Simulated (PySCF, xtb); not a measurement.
trimethylarsine (C3H9As), SMILES C[As](C)C.

Harmonic wavenumbers (cm⁻¹) from GFN2-xTB in xtb at its own minimum, in rising order: 123, 155, 156, 213, 213, 244, 573, 573, 573, 739, 772, 772, 848, 848, 858, 1307, 1307, 1323, 1451, 1464, 1464, 1466, 1466, 1475, 2979, 2980, 2984, 2986, 2993, 2993, 2995, 2995, 2997.

Problem. What does PBE0-D3(BJ)/def2-SVP (PySCF) give at its own minimum? (Estimate from the structure and the level; the computed values follow.)

Solution. 154, 170, 170, 218, 219, 239, 589, 603, 603, 755, 793, 793, 900, 900, 905, 1259, 1259, 1283, 1425, 1432, 1432, 1441, 1441, 1450, 3053, 3055, 3055, 3168, 3169, 3169, 3175, 3175, 3175. Paired by order, the mean absolute difference is 59 cm⁻¹ and the zero-point energies are 67.6 and 69.5 kcal/mol.
